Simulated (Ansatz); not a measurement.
Barrier from R1 to the saddle point P1, each structure at its B3LYP-D3(BJ)/def2-TZVP stationary point, reached from a drawn start; harmonic modes at that level show the others as minima.
R1, F3Si (SMILES F[Si](F)F) (charge 0, multiplicity 2):
```xyz
4

Si     0.0000     0.0000     0.4265
F      1.4830     0.0000    -0.1422
F     -0.7415     1.2843    -0.1422
F     -0.7415    -1.2843    -0.1422
```
P1, F3Si, a first-order saddle point (one imaginary mode, 700i cm⁻¹) (charge 0, multiplicity 2):
```json
[
 {"atom": "Si", "x (Å)": "0.0000", "y (Å)": "0.0000", "z (Å)": "0.0000"},
 {"atom": "F", "x (Å)": "1.6054", "y (Å)": "0.0000", "z (Å)": "0.0000"},
 {"atom": "F", "x (Å)": "-0.8027", "y (Å)": "1.3903", "z (Å)": "0.0000"},
 {"atom": "F", "x (Å)": "-0.8027", "y (Å)": "-1.3903", "z (Å)": "0.0000"}
]
```

P less R. No zero-point or thermal terms; open shells are unrestricted. No path was followed down from the saddle.

Run with Ansatz (a quantum-chemistry and plane-wave program) with Gaussian orbitals. No computed number here is a measurement.

Problem. What is the computed barrier height (CAM-B3LYP/def2-TZVPP)?

Solution. 147 kJ/mol

Problem. Predict the barrier height from PBE/def2-TZVPP.

Solution. 119 kJ/mol

Problem. What is the computed barrier height (PBE0/def2-TZVPP)?

Solution. 145 kJ/mol
